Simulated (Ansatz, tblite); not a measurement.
Forces on `CC(=O)SCCCCc1ccc2ccc3cccc4ccc1c2c34` at its PBE-D4/def2-SVP geometry. Charge 0, multiplicity 1.

The xTB rows come from tblite. Single mean-field runs in def2-TZVP are fitted with def2-universal-jkfit.

GFN2-xTB (tblite), largest force 1.60 eV/Å:

```xyz
44
positions Å, forces eV/Å
C     1.618    4.170    6.106    0.090    0.076    0.128
C     0.906    3.589    4.904    0.552    0.147   -0.525
O     1.371    3.574    3.778   -0.871   -0.129    1.341
S    -0.719    2.925    5.309    0.683    0.084   -0.529
C    -1.195    2.326    3.650   -0.406    0.202   -0.505
C    -0.668    0.924    3.341    0.355   -0.089    0.348
C    -1.061    0.414    1.948   -0.413   -0.408   -0.239
C    -0.482    1.243    0.783    0.307    0.544    0.097
C    -0.769    0.632   -0.568   -0.217   -0.406   -0.455
C    -1.866    1.095   -1.318    0.160   -0.178   -0.041
C    -2.215    0.532   -2.549    0.189   -0.021    0.167
C    -1.469   -0.536   -3.089    0.107    0.051    0.198
C    -1.799   -1.142   -4.351    0.251   -0.340   -0.142
C    -1.060   -2.181   -4.859   -0.223    0.340    0.193
C     0.075   -2.703   -4.146    0.175   -0.045    0.162
C     0.849   -3.773   -4.647    0.104    0.069    0.228
C     1.950   -4.262   -3.931   -0.184    0.262    0.125
C     2.302   -3.696   -2.699   -0.196    0.054   -0.174
C     1.557   -2.625   -2.156   -0.099   -0.069   -0.211
C     1.891   -2.017   -0.898   -0.263    0.358    0.149
C     1.153   -0.977   -0.387    0.244   -0.362   -0.191
C     0.010   -0.445   -1.084   -0.136    0.065   -0.069
C    -0.341   -1.032   -2.350   -0.033    0.078    0.028
C     0.428   -2.116   -2.882    0.049   -0.072   -0.033
H     1.814    5.246    5.920   -0.130   -0.601    0.089
H     2.603    3.672    6.214   -0.554    0.259   -0.069
H     1.040    4.057    7.042    0.262    0.018   -0.628
H    -2.303    2.367    3.616    0.572   -0.090    0.050
H    -0.790    3.074    2.938   -0.136   -0.397    0.384
H    -1.038    0.216    4.113    0.091    0.341   -0.403
H     0.440    0.938    3.431   -0.518    0.034   -0.113
H    -2.169    0.379    1.851    0.544    0.134    0.098
H    -0.720   -0.638    1.845   -0.063    0.534    0.079
H    -0.909    2.267    0.805    0.086   -0.517   -0.004
H     0.611    1.372    0.938   -0.533   -0.148   -0.112
H    -2.464    1.930   -0.917    0.343   -0.510   -0.252
H    -3.078    0.921   -3.111    0.518   -0.226    0.356
H    -2.666   -0.750   -4.905    0.518   -0.225    0.343
H    -1.325   -2.635   -5.826    0.171    0.266    0.582
H     0.575   -4.221   -5.615    0.180    0.259    0.588
H     2.541   -5.096   -4.339   -0.359    0.505    0.247
H     3.168   -4.082   -2.138   -0.522    0.221   -0.352
H     2.761   -2.402   -0.345   -0.519    0.218   -0.342
H     1.445   -0.535    0.576   -0.178   -0.285   -0.591
```

PBE-D4/def2-TZVP (Ansatz), largest force 0.32 eV/Å:

```
C 0.165 0.101 0.098
C -0.098 -0.032 0.051
O -0.012 0.029 0.154
S 0.135 -0.007 -0.237
C -0.128 0.184 -0.124
C 0.178 -0.113 0.193
C -0.176 -0.228 -0.070
C 0.129 0.233 0.012
C -0.085 -0.129 -0.164
C 0.044 -0.030 -0.002
C 0.032 -0.016 0.020
C 0.010 0.028 0.051
C 0.058 -0.096 -0.058
C -0.078 0.093 0.030
C 0.042 -0.019 0.026
C 0.009 0.016 0.035
C -0.020 0.032 0.015
C -0.032 0.014 -0.020
C -0.015 -0.023 -0.046
C -0.053 0.097 0.055
C 0.080 -0.095 -0.021
C -0.033 0.040 -0.016
C -0.007 -0.001 -0.007
C 0.007 -0.007 -0.002
H -0.068 -0.276 0.048
H -0.262 0.112 -0.021
H 0.136 0.022 -0.258
H 0.287 -0.024 0.017
H -0.126 -0.203 0.210
H 0.080 0.175 -0.203
H -0.280 -0.004 -0.029
H 0.266 0.027 0.029
H -0.071 0.263 0.028
H 0.092 -0.253 -0.015
H -0.261 -0.042 -0.043
H 0.162 -0.220 -0.106
H 0.229 -0.103 0.149
H 0.230 -0.104 0.146
H 0.070 0.121 0.257
H 0.075 0.119 0.259
H -0.166 0.234 0.115
H -0.232 0.102 -0.151
H -0.230 0.101 -0.146
H -0.081 -0.121 -0.258
```

PBE0-D4/def2-TZVP (Ansatz), largest force 1.42 eV/Å:

```
C 0.212 0.120 0.077
C 0.089 -0.099 -0.705
O -0.511 0.031 1.326
S 0.492 0.044 -0.677
C -0.110 0.234 -0.113
C 0.204 -0.106 0.199
C -0.195 -0.243 -0.094
C 0.146 0.265 0.085
C -0.137 -0.284 -0.377
C 0.174 -0.172 -0.045
C 0.203 -0.128 0.080
C 0.095 0.115 0.278
C 0.257 -0.380 -0.203
C -0.285 0.376 0.162
C 0.232 -0.084 0.178
C 0.020 0.130 0.207
C -0.136 0.198 0.099
C -0.198 0.115 -0.092
C -0.106 -0.096 -0.266
C -0.248 0.377 0.199
C 0.290 -0.375 -0.151
C -0.220 0.116 -0.151
C -0.084 0.101 0.037
C 0.085 -0.113 -0.051
H -0.126 -0.521 0.072
H -0.493 0.211 -0.062
H 0.255 0.038 -0.489
H 0.541 -0.038 0.028
H -0.230 -0.387 0.386
H 0.155 0.336 -0.382
H -0.530 0.001 -0.051
H 0.516 0.042 0.052
H -0.141 0.503 0.053
H 0.185 -0.491 -0.027
H -0.514 -0.070 -0.090
H 0.307 -0.427 -0.207
H 0.440 -0.196 0.291
H 0.447 -0.208 0.276
H 0.128 0.241 0.496
H 0.145 0.227 0.497
H -0.312 0.439 0.215
H -0.444 0.195 -0.292
H -0.448 0.204 -0.276
H -0.150 -0.238 -0.494
```
